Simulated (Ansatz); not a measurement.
```yaml
crystal:
  periodic: [false, false, false]
  atoms:
    - {symbol: Si, position_ang: [-1.445272, 0.617403, 0.264377]}
    - {symbol: C, position_ang: [-0.486107, -0.647532, 0.486849]}
    - {symbol: S, position_ang: [0.793402, -0.286671, 0.873670]}
    - {symbol: Si, position_ang: [1.765382, -0.190204, -0.638279]}
    - {symbol: H, position_ang: [-0.765060, 1.223143, -0.540538]}
    - {symbol: H, position_ang: [-1.274487, 1.412062, 1.406689]}
    - {symbol: H, position_ang: [-2.280116, 0.353750, -0.051027]}
    - {symbol: H, position_ang: [-0.554135, -1.048386, -0.167442]}
    - {symbol: H, position_ang: [-0.944809, -1.152137, 1.102878]}
    - {symbol: H, position_ang: [2.585747, 0.037584, -0.381876]}
    - {symbol: H, position_ang: [1.626750, -1.128403, -1.276463]}
    - {symbol: H, position_ang: [1.100367, 0.758260, -1.385895]}
basis:
  gaussian: {orbitals: def2-SVPD}
hamiltonian: {xc: {name: B3LYP5}}
```

```sh
$ ansatz run in.yaml --threads 4 --pin off --events-out ev --progress --plain --max-ram 10444MiB
```

Shortened log:

```
Functional definition: B3LYP5
1430 factors; their error is unknown
mean field evaluation 1: about -27703.6359 eV, gradient 6.5e1 eV
mean field evaluation 2: about -27697.7332 eV, gradient 7.9e1 eV
mean field evaluation 4: about -27713.0734 eV, gradient 3.2e0 eV
mean field evaluation 8: about -27713.1097 eV, gradient 2.2e-2 eV
mean field -27713.27627787 eV, -1018.4441184785 hartree, gradient 8.7e-5 eV, S^2 0.000000; 0 other end points of the search recorded, 0 dependent functions left out
reference -27713.27657976 eV, -1018.4441295725 hartree; 29, 29 occupied and 130, 130 virtual orbitals, 1430 factors
Total energy: -27713.27657976 eV, -1018.4441295725 hartree
```

(1) What is wrong with this run?

Answers

(1) The geometry is squeezed to about two thirds of its size. The run converged. The result belongs to that input, not to the molecule as meant.

B3LYP here is the variant with VWN-RPA as its local correlation; programs differ in this.
